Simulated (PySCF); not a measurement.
C4H5F, SMILES F[C@H]1C=CC1.

Geometry optimised at PBE0-D3(BJ)/def2-SVP. The structure was generated by enumeration; whether it is a known compound was not checked.

Computed with CAM-B3LYP/def2-TZVP (PySCF).

Gas-phase values at a fixed geometry.

```json
{
  "total_energy": "-255.19890 hartree",
  "highest_occupied_level": "-9.05 eV",
  "lowest_empty_level": "0.97 eV",
  "orbital_gap": "10.02 eV",
  "dipole_moment": "1.94 D",
  "quadrupole, principal values (traceless, Buckingham form, about the centre of nuclear charge)": "-4.19, 1.24, 2.96 D·Å",
  "mean_static_polarisability": "44.5 bohr³ (6.59 Å³)",
  "polarisability_principal_values": "35.6, 46.4, 51.5 bohr³"
}
```
